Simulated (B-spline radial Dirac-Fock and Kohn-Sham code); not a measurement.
**Auger parameter of hafnium: the M5 level and its strongest M5-NN line**

The computed values come from a radial B-spline solver: multi-electron Dirac-Fock with separately optimised hole states, Breit and Lamb-shift corrections added in first order. The modified Auger parameter α′ is the binding energy plus the kinetic energy of the Auger electron; it does not depend on the energy zero. For free ions it tends to fall with charge, since less charge screens the final holes.

| species | configuration | binding 3d5/2 (eV) | Auger line | kinetic (eV) | α′ (eV) |
| --- | --- | --- | --- | --- | --- |
| Hf | [Xe] 4f14 5d2 6s2 | 1668.4 | N6N7 J=6 | 1602.5 | 3270.9 |
| Hf | [Xe] 4f14 5d2 6s1 6p1 | 1669.8 | N6N7 J=6 | 1601.2 | 3270.9 |
| Hf | [Xe] 4f14 5d3 6s1 | 1665.9 | N6N7 J=6 | 1605.8 | 3271.7 |
| Hf⁺ | [Xe] 4f14 5d1 6s2 | 1679.2 | N6N7 J=6 | 1589.8 | 3268.9 |
| Hf⁺ | [Xe] 4f14 5d2 6s1 | 1676.0 | N6N7 J=6 | 1593.4 | 3269.5 |
| Hf⁺ | [Xe] 4f14 5d3 | 1673.3 | N6N7 J=6 | 1596.9 | 3270.2 |
| Hf⁺ (Watson 1.6 Å) | [Xe] 4f14 5d1 6s2 | 1671.5 | N6N7 J=6 | 1598.1 | 3269.6 |
| Hf²⁺ | [Xe] 4f14 5d2 | 1684.8 | N6N7 J=6 | 1583.5 | 3268.3 |
| Hf²⁺ (Watson 2 Å) | [Xe] 4f14 5d2 | 1670.6 | N6N7 J=6 | 1597.9 | 3268.5 |
| Hf²⁺ (Watson 3 Å) | [Xe] 4f14 5d2 | 1675.2 | N6N7 J=6 | 1593.1 | 3268.3 |
| Hf³⁺ | [Xe] 4f14 5d1 | 1698.1 | N6N7 J=6 | 1568.8 | 3267.0 |
| Hf³⁺ (Watson 1.8 Å) | [Xe] 4f14 5d1 | 1674.3 | N6N7 J=6 | 1592.8 | 3267.1 |
| Hf⁴⁺ | [Xe] 4f14 | 1712.8 | N6N7 J=6 | 1553.2 | 3266.0 |
| Hf⁴⁺ (Watson 1.8 Å) | [Xe] 4f14 | 1680.8 | N6N7 J=6 | 1585.2 | 3266.0 |
| Hf⁴⁺ (Watson 2.7 Å) | [Xe] 4f14 | 1691.5 | N6N7 J=6 | 1574.5 | 3266.0 |
